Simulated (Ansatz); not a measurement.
Pb2O3, relaxed as a singlet with RKS PBE-D4/def2-SVP in Ansatz, starting from the GFN1-xTB geometry. Force threshold 0.02 eV/Å.

In the def2 sets Pb takes a core potential; there is no spin–orbit coupling. The restricted singlet is unstable towards broken spin symmetry in Hartree–Fock (as tested in another run); at PBE-D4/def2-SVP this wasn't settled. Another isomer (singlet) lies 1.17 eV lower at PBE0-D4/def2-TZVP; other spin states weren't run for this one.

Start:

```tsv
atom	x (Å)	y (Å)	z (Å)
Pb1	-0.395	0.337	0.708
Pb2	1.006	-0.865	-1.898
O3	1.054	0.884	-0.642
O4	-0.536	-1.339	-0.472
O5	-1.128	0.983	2.305
```

Estimate the energy that the relaxation releases and the steps that it takes.

22.5 kJ/mol, in 5 steps; 2.8 s on 4 threads of Arm Neoverse V2 on a shared host. No frequencies were taken in this run, so the end may be a saddle point.

Does the start keep its bonding and symmetry?

By distances, no bond broke or formed. The bond that changes most is Pb1–O3, from 2.05 to 2.15 Å (atoms count from 1). Point group Cs at the start, Cs at the end, both within 0.05 Å.

Predict the relaxed structure.


```xyz
5

Pb   -0.387    0.333    0.741
Pb    0.995   -0.860   -1.934
O     1.116    0.901   -0.681
O    -0.535   -1.407   -0.505
O    -1.190    1.033    2.379
```
Bond lengths (bridged metal pairs left out): 5 × O–Pb 1.95 to 2.16 Å.
